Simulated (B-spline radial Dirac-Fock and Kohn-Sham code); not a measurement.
## W³⁺: non-radiative channels of the M1 vacancy

System: the W³⁺ ion, configuration [Xe] 4f14 5d3, inside a Watson sphere of charge -3 and radius 1.6 Å (a model of the Madelung potential; inside it an electron's potential energy is raised by 27.0 eV).

The run's input, task.json:

```json
{"items": [{
  "Z": 74,
  "q": 3,
  "cfg": [[1, 0, 2], [2, 0, 2], [2, 1, 6], [3, 0, 2], [3, 1, 6], [3, 2, 10], [4, 0, 2], [4, 1, 6], [4, 2, 10], [4, 3, 14], [5, 0, 2], [5, 1, 6], [5, 2, 3]],
  "A": 184,
  "rrms": 5.3658,
  "watson": [-3, 1.6],
  "do": ["binding", "quiet", "decay"],
  "holes": ["K", "L1", "L2", "L3", "M1", "M2", "M3", "M4", "M5", "N1", "N2", "N3", "N4", "N5", "N6", "N7"]
}]}
```

Launch: `python xray_run.py task.json out`

Method: independent-particle rates on relativistic LDA orbitals of the hole state (multipoles up to L = 3, Coulomb Auger matrix elements, transition energies from Dirac-Fock). Computed with a radial atomic solver. Kinetic energies are configuration averages from the vacuum level; the two-hole energies are estimated from single-hole states.

```
transition  kinetic energy (eV)  width (meV)  share (%)
   M1-M3N3                68.50         1480        8.8
   M1-M2O1                135.6          190        1.1
   M1-M2O2                170.4          170        1.0
   M1-M2N6                175.3          694        4.1
   M1-M2N7                177.1          924        5.5
   M1-M2O3                181.0          241        1.4
   M1-M3N4                238.0          543        3.2
   M1-M3N5                251.2          808        4.8
   M1-M4N1                307.4          475        2.8
   M1-M5N1                369.9          674        4.0
   M1-M3O1                428.5          191        1.1
   M1-M3O2                463.0          172        1.0
   M1-M3N6                467.5         2970       17.6
   M1-M3N7                470.3         3710       22.0
   M1-M3O3                474.0          205        1.2
   M1-M5N3                543.1          201        1.2
   M1-M4N4                651.8          164        1.0
   M1-M4N5                663.5          208        1.2
   M1-M5N4                713.0          231        1.4
   M1-M5N5                726.8          333        2.0
   M1-M4N6                881.9          150        0.9
   M1-M5N6                943.1          171        1.0
   M1-M5N7                946.3          267        1.6
   M1-N1N5               1937.7          161        1.0
```

Coster-Kronig rates are the weakest part of this model and often come out 1.5 to 2.5 times too large. The listed channels hold 91 % of the non-radiative rate. Summed by principal shells, of 16.9 eV in all: MMN 85.2 %, MMO 8.8 %, MNN 5.2 %, MNO 0.7 %.
